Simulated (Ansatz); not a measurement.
`CCB(O)O[SiH3]` + `[OH][Ga]([OH])[SH]` → `[OH][Ga]([SH])[O][SiH3]` + `CCB(O)O`  (ligand exchange at the Si–O bond)

Calculated with Ansatz (gas phase, PBE0-D4/def2-TZVP geometries, no zero-point term in ΔE). CCSD(T)/CBS adds triple-zeta CCSD(T) − MP2 to the extrapolated MP2 energy (def2 sets, frozen cores). DFT in def2-TZVPP. B3LYP here is the variant with VWN-RPA as its local correlation; programs differ in this. For Ga outer-core shells are correlated without core-valence functions, which leaves a few kJ/mol of doubt a bond. Scalar relativity is left out up to krypton. One conformer a species, not always the lowest.

(1) Is it downhill or uphill in electronic energy at CCSD(T)/CBS, and by how much? (Best estimate.)

(2) What do these levels give: PBE-D4, B3LYP-D4, PBE, HF/def2-TZVPP, CCSD(T)/def2-TZVPP, MP2/CBS(def2)? (Estimate.)

Largest T1 diagnostic among the species: 0.014.

Answers

(1) The calculation gave: Downhill: ΔE = -12.2 kJ/mol.

(2) Computed: PBE-D4 -11.5, B3LYP-D4 -11.8, PBE -12.0, HF/def2-TZVPP -15.5, CCSD(T)/def2-TZVPP -13.9, MP2/CBS(def2) -11.7 kJ/mol.
